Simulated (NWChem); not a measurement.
Molecule: ethylenediamine (C₂H₈N₂); SMILES NCCN

```xyz
12

N     -0.1726     1.8521    -0.0518
C      0.5019     0.5706    -0.0332
C     -0.5019    -0.5706    -0.0332
N      0.1726    -1.8521    -0.0518
H      0.4977     2.6096    -0.1566
H     -0.6498     2.0161     0.8332
H      1.1981     0.4272     0.8251
H      1.1206     0.4749    -0.9401
H     -1.1206    -0.4749    -0.9401
H     -1.1981    -0.4272     0.8251
H     -0.4977    -2.6096    -0.1566
H      0.6498    -2.0161     0.8332
```
Atoms are numbered in this order, from 1.

Program: NWChem. Pople sets run with spherical d functions. The geometry was optimised at PBE0/def2-SVP. Level PBE/6-31G*: single points from the atomic guess with DIIS by default; each run changes one setting, and all converged runs end within 0.3 mHa of each other. cgmin counts macro-iterations, each dearer than a DIIS step. NWChem's automatic level shift, which a small gap switches on, acted in some of these runs.

Question: Which setting needs the most SCF iterations, or fails (level shift of 0.5 Ha throughout; core-Hamiltonian guess; defaults; occupation smearing of 0.005 Ha; no level shifting; quadratically convergent solver (cgmin))?

Answer: core-Hamiltonian guess, with 16 against 7 for the defaults.
```
setting                                  SCF iterations
---------------------------------------  --------------
defaults                                              7
no level shifting                                     7
occupation smearing of 0.005 Ha                       7
quadratically convergent solver (cgmin)               4
level shift of 0.5 Ha throughout                     11
core-Hamiltonian guess                               16
```
